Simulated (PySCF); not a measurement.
From computed data to an observable: oscillator strength and radiative lifetime

Bi(Et)(OH)2 (C₂H₇BiO₂), SMILES C[CH2][Bi]([OH])[OH].

Geometry optimised at B3LYP-D3(BJ)/def2-SVP. The structure was generated by enumeration; whether it is a known compound was not checked. The def2 effective core potentials stand for the cores of Bi; spin–orbit coupling is left out. Other conformers were not sampled.

PySCF with TDA-M06-2X/def2-SVPD puts the first singlet state with f over 0.02 at 5.33 eV (vertical), with the transition dipole (0.030, -0.413, 0.025) in atomic units.

### Question
Find the oscillator strength, the wavelength and the radiative lifetime that this transition would have in vacuum if emission retraced absorption.

### Answer

|μ|² = 0.1721 au, so |μ| = 1.05 D. ΔE = 5.33/27.211 = 0.1959 hartree. f = (2/3) ΔE |μ|² = 0.022 (the program prints 0.022).
λ = 1239.84/5.33 = 233 nm; ν = 42989 cm⁻¹.
Einstein's coefficient A = 0.6670 ν² f s⁻¹ (ν in cm⁻¹) = 2.8e7 s⁻¹, so τ = 1/A = 36 ns. This state is S2; the lower singlet has f = 0.014. The figure is the radiative limit of this one transition; relaxation, internal conversion, crossing to triplets and a medium change what is measured.
